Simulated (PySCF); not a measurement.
**Induced dipoles and field energies**

Compound: C3H9BO.
Numbering: `[CH3:1][CH2:2][BH:3][O:4][CH3:5]` (hydrogens: H6, H7, H8 on C1; H9, H10 on C2; H11 on B3; H12, H13, H14 on C5)

Geometry (PBE0-D3(BJ)/def2-SVP, Å), atoms numbered from 1 in this order:
```
atom  x, y, z in Å
C1    -2.109    0.560    0.084
C2    -0.615    0.321    0.264
B3     0.060   -0.592   -0.830
O4     1.376   -0.899   -0.824
C5     2.267   -0.432    0.156
H6    -2.673   -0.384    0.140
H7    -2.328    1.003   -0.900
H8    -2.521    1.235    0.850
H9    -0.410   -0.125    1.257
H10   -0.068    1.284    0.292
H11   -0.563   -1.077   -1.752
H12    3.261   -0.854   -0.050
H13    1.959   -0.741    1.169
H14    2.346    0.668    0.141
```

Level: CAM-B3LYP/def2-SVPD (PySCF); nuclei fixed, core orbitals frozen in the response. Permanent dipole (0.695, 0.890, 1.530) D (1 au = 2.5417 D). Static polarisability (au):

```
x   66.79 -2.92  2.42
y   -2.92 50.21  3.03
z    2.42  3.03 52.63
```

Only the terms in μ and α are kept: μ(F) = μ + αF and ΔE = −μ·F − ½ F·αF.

**Question.** A field of 0.001 au (0.051 V/Å) is applied along each axis in both senses. Find the induced dipole, the size of the total dipole and the two energy terms.

**Answer.** 
```json
{"field along": "+x", "induced x (D)": "0.170", "induced y (D)": "-0.007", "induced z (D)": "0.006", "total size (D)": "1.971", "−μ·F (kJ/mol)": "-0.718", "−½F·αF (kJ/mol)": "-0.088"}
{"field along": "−x", "induced x (D)": "-0.170", "induced y (D)": "0.007", "induced z (D)": "-0.006", "total size (D)": "1.845", "−μ·F (kJ/mol)": "+0.718", "−½F·αF (kJ/mol)": "-0.088"}
{"field along": "+y", "induced x (D)": "-0.007", "induced y (D)": "0.128", "induced z (D)": "0.008", "total size (D)": "1.968", "−μ·F (kJ/mol)": "-0.919", "−½F·αF (kJ/mol)": "-0.066"}
{"field along": "−y", "induced x (D)": "0.007", "induced y (D)": "-0.128", "induced z (D)": "-0.008", "total size (D)": "1.842", "−μ·F (kJ/mol)": "+0.919", "−½F·αF (kJ/mol)": "-0.066"}
{"field along": "+z", "induced x (D)": "0.006", "induced y (D)": "0.008", "induced z (D)": "0.134", "total size (D)": "2.016", "−μ·F (kJ/mol)": "-1.580", "−½F·αF (kJ/mol)": "-0.069"}
{"field along": "−z", "induced x (D)": "-0.006", "induced y (D)": "-0.008", "induced z (D)": "-0.134", "total size (D)": "1.790", "−μ·F (kJ/mol)": "+1.580", "−½F·αF (kJ/mol)": "-0.069"}
```

**Question.** For the field (0.0000, -0.0006, -0.0002) au, what is the induced dipole, and what angle does it make with the field?

**Answer.** αF = (0.003, -0.078, -0.031) D, at 4.1° to the field. The polarisability along this direction, F·αF/F², is 52.27 au, against a mean of 56.55 au.

**Question.** At what field along the permanent dipole would the induced dipole along it equal the permanent one, in this linear picture?

**Answer.** The polarisability along the dipole is 56.70 au, so F = 0.7481 au / 56.70 au = 0.0132 au = 0.68 V/Å; higher-order terms are ignored.

**Question.** What field makes μF equal to kT at 200 K?

**Answer.** kT = 0.6334 × 10⁻³ Eh, so F = 0.000847 au = 4.35 MV/cm.

**Question.** Induction energy −ᾱe²/2R⁴ of a unit charge at 6 Å, the molecule taken as a point?

**Answer.** R = 11.34 bohr, so the energy is −56.5/(2 × 11.34⁴) Eh = -4.49 kJ/mol. The charge–dipole term at its most favourable orientation, −μe/R², is -15.3 kJ/mol.

Isolated species at its PBE0-D3(BJ)/def2-SVP geometry (one conformer only).
